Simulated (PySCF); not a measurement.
OZr, SMILES [O]=[Zr], multiplicity 1.

Geometry: PBE0-D3(BJ)/def2-TZVPD. The multiplicity is an assumed one; other spin states were not compared. The def2 effective core potentials stand for the cores of Zr; spin–orbit coupling is left out.

Vertical ionisation energy (IE) and electron affinity (EA) in eV. Rows of orbital energies are one-electron estimates. Where ΔSCF, EOM or ADC give a negative EA the extra electron is unbound and the value depends on the basis.

```csv
level,IE,EA
"−ε(HOMO), −ε(LUMO), M06-2X/def2-TZVPD (PySCF)",?,?
"−ε(HOMO), −ε(LUMO), CAM-B3LYP/def2-TZVPD (PySCF)",6.32,1.80
```

**Question.** What belongs in the gaps? (An estimate is asked for; the answer gives what the named calculation found.)

**Answer.** 
- −ε(HOMO), −ε(LUMO), M06-2X/def2-TZVPD (PySCF), IE: 3.68
- −ε(HOMO), −ε(LUMO), M06-2X/def2-TZVPD (PySCF), EA: 1.99
